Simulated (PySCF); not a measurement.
Al(F)(OH)2(NH3), H₅AlFNO₂, singlet (CAM-B3LYP/def2-SVP optimised geometry):

```
10

Al    -0.702    -0.854     0.000
F     -1.056    -1.643     1.441
O     -0.996    -1.762    -1.426
H     -1.706    -2.396    -1.537
O     -0.854     0.855     0.000
H     -1.679     1.343    -0.017
N      1.293    -0.854     0.000
H      1.598     0.121    -0.029
H      1.635    -1.343    -0.830
H      1.679    -1.302     0.833
```

Calculation: CAM-B3LYP/def2-TZVP in PySCF.

### Question
What are the frontier orbital energies and the dipole moment?

### Answer
HOMO-2 -10.17 eV, HOMO-1 -9.99 eV, HOMO -9.47 eV, LUMO 0.74 eV, LUMO+1 1.97 eV; dipole moment 3.42 D.

Meta-Löwdin charges at CAM-B3LYP/def2-TZVP: Al1 1.23, F2 -0.58, O3 -0.82, H4 0.34, O5 -0.82, H6 0.34, N7 -0.51, H8 0.28, H9 0.27, H10 0.27.
